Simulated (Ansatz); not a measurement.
Consider the ligand exchange at the Si–S bond: `[SiH3]SS` + `C[O][Ga]([OH])[Br]` → `C[O][Ga]([Br])[O][SiH3]` + `SS`.

Computed with Ansatz on PBE0-D4/def2-TZVP structures; ΔE is electronic, products minus reactants. CCSD(T)/CBS is the MP2 limit (def2-TZVPP, def2-QZVPP) plus CCSD(T) − MP2 in def2-TZVPP, frozen cores. This one scheme is used for every species. DFT in def2-TZVPP. For Br, Ga outer-core shells are correlated without core-valence functions, which leaves a few kJ/mol of doubt a bond. Scalar relativity is left out up to krypton. Each species was taken in one conformer, which may not be the lowest.

`[SiH3]SS`:

Z-matrix (Å, degrees):
```
Si
S 1 2.143
H 1 1.484 2 110.0
H 1 1.482 2 110.2 3 121.2
H 1 1.487 2 106.0 3 -119.1
S 2 2.065 1 97.1 3 -62.7
H 6 1.346 2 98.0 1 89.3
```

`C[O][Ga]([OH])[Br]`:

```xyz
9

C     1.172    1.081   -0.018
O     0.600   -0.152   -0.391
Ga   -0.994   -0.711    0.126
O    -1.571   -2.287   -0.431
Br   -2.298    0.550    1.482
H     2.121    0.901    0.498
H     1.374    1.676   -0.914
H     0.529    1.670    0.646
H    -0.934   -2.728   -0.999
```

`C[O][Ga]([Br])[O][SiH3]`:

```xyz
12

C     1.274   -1.402   -1.698
O     1.875   -0.949   -0.501
Ga    0.994    0.020    0.674
Br    2.007    0.715    2.566
O    -0.690    0.426    0.328
Si   -1.918    1.257    1.023
H     1.303   -2.496   -1.725
H     0.232   -1.083   -1.805
H     1.841   -1.021   -2.552
H    -3.200    0.637    0.601
H    -1.894    2.677    0.580
H    -1.822    1.219    2.508
```

`SS`:

Z-matrix (Å, degrees):
```
S
S 1 2.046
H 1 1.347 2 98.6
H 2 1.347 1 98.6 3 -90.5
```

| species | r2SCAN-D4 energy (Eh) |
| --- | --- |
| `[SiH3]SS` | -1088.25335 |
| `C[O][Ga]([OH])[Br]` | -4690.04273 |
| `C[O][Ga]([Br])[O][SiH3]` | -4980.75498 |
| `SS` | -797.55522 |

(1) Work out ΔE.

Largest T1 diagnostic among the species: 0.012.

Answers

(1) ΔE = (-4980.75498) + (-797.55522) − (-1088.25335) − (-4690.04273) = -0.01412 Eh = -0.38 eV. CCSD(T)/CBS gives -0.43 eV.

At CCSD(T), def2-SVP lies −0.03 eV from the extrapolated value and def2-TZVPP −0.04 eV. Leaving LDA and LC-ωPBE aside and taking each functional with its dispersion term where it has one, the values, not all of them listed here, spread over 0.30 eV, from BHLYP-D4 to revPBE-D4. From r2SCAN to r2SCAN0 (25 % exact exchange), in def2-TZVPP and without D4, ΔE moves by −0.03 eV.
